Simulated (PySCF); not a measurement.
**Potential energy of SiTe⁻ along the bond**

Set-up: PySCF, scalar-relativistic core potentials, basis sets Si def2-SVPD, Te def2-SVPD with ECP28. Energies in eV from Si + Te⁻ in their ground configurations at the same level. State: ²Π (doublet), unpaired electrons π ↑.

| R (Å) | TPSSh |
| --- | --- |
| 2.075 | -2.380 |
| 2.172 | -3.041 |
| 2.268 | -3.406 |
| 2.341 | -3.538 |
| 2.413 | -3.580 |
| 2.485 | -3.555 |
| 2.582 | -3.445 |
| 2.703 | -3.226 |
| 2.847 | -2.898 |
| 3.040 | -2.433 |

Task: Put a parabola through the three lowest points of the TPSSh curve and estimate Re, k and ωe (reduced mass 23.02 u; 1 eV/Å² = 0.16022 mdyn/Å; ωe = 1302.8·√(k/μ) cm⁻¹).

Result: Through R = 2.341, 2.413, 2.485 Å the second-order coefficient is 6.46 eV/Å², so Re ≈ 2.422 Å, k ≈ 2.07 mdyn/Å and ωe ≈ 391 cm⁻¹. A polynomial fit of higher order to the unrounded TPSSh energies gives Re = 2.419 Å, k = 2.01 mdyn/Å, ωe = 385 cm⁻¹; anharmonicity and rounding make the difference.

The higher-order fit for each curve: TPSSh: Re = 2.419 Å, ωe = 385 cm⁻¹, De = 3.58 eV.

⟨S²⟩ of the unrestricted solution departs from its pure value on part of the curve, where spin states mix. These are scalar-relativistic numbers at best; spin–orbit coupling would shift them, the dissociation energy most. For an ion De counts to the pair picked by the measured ionisation energies or electron affinities, which need not be the lowest pair at this level. The highest Kohn–Sham level is positive in this anion. Much of that is self-interaction error, but it also means that the finite basis helps to hold the extra electron. The state is the lowest determinant that a PBE0 search found; another state may lie lower at other levels.
